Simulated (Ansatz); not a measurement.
Mo2, SMILES `[Mo][Mo]`, 2 atoms. The species carries charge 0 and has multiplicity 1. Correlated methods include outer-core shells of Mo, which these sets cover unevenly. Mo: def2 effective core potential. Hardware: A = 2 threads of an AMD EPYC 7R13 on a shared host; B = 2 threads of an AMD EPYC 7R13 on a shared host and a share of an NVIDIA H100 80 GB. Correlated methods freeze the cores. Open-shell runs search over several starts.

Question: How many basis functions does each run have, and how long does it take in Ansatz? RKS r2SCAN-D4/def2-TZVPP energy and forces [A]; RKS r2SCAN0-D4/def2-TZVPP energy [A]; UKS PBE-D4/def2-TZVPP energy of the cation [A]; RKS ωB97M-V/def2-SVP energy [A]; RHF-CCSD(T)/def2-TZVPP energy [A]; UKS r2SCAN-D4/def2-TZVPP energy of the cation [A]; UHF-CCSD(T)/def2-TZVPP energy of the cation [B]; UHF-CCSD(T)/def2-QZVPP energy of the cation [B]; RHF-CCSD(T)/def2-SVP energy [A]; RKS ωB97M-V/def2-QZVPP energy [A]; RHF-CCSD(T)/def2-QZVPP energy [B]; UKS B3LYP-D4/def2-TZVPP energy of the cation [A]. (Estimate.)

Answer: Computed: Other jobs shared the machine, so times are rough.

```tsv
level	job	functions	wall time	peak host memory (GiB)
RKS r2SCAN-D4/def2-TZVPP	energy and forces [A]	112	2.7 s	0.21
RKS r2SCAN0-D4/def2-TZVPP	energy [A]	112	3.8 s	0.23
RKS ωB97M-V/def2-SVP	energy [A]	62	13 s	0.25
RHF-CCSD(T)/def2-SVP	energy [A]	62	18 s	0.22
UKS PBE-D4/def2-TZVPP	energy of the cation [A]	112	26 s	0.3
RKS ωB97M-V/def2-QZVPP	energy [A]	162	27 s	0.51
UHF-CCSD(T)/def2-QZVPP	energy of the cation [B]	162	28 s	0.87
RHF-CCSD(T)/def2-QZVPP	energy [B]	162	32 s	0.97
UHF-CCSD(T)/def2-TZVPP	energy of the cation [B]	112	33 s	0.8
UKS B3LYP-D4/def2-TZVPP	energy of the cation [A]	112	38 s	0.35
RHF-CCSD(T)/def2-TZVPP	energy [A]	112	54 s	0.67
UKS r2SCAN-D4/def2-TZVPP	energy of the cation [A]	112	79 s	0.35
```

B3LYP here is the variant with VWN-RPA as its local correlation; programs differ in this.
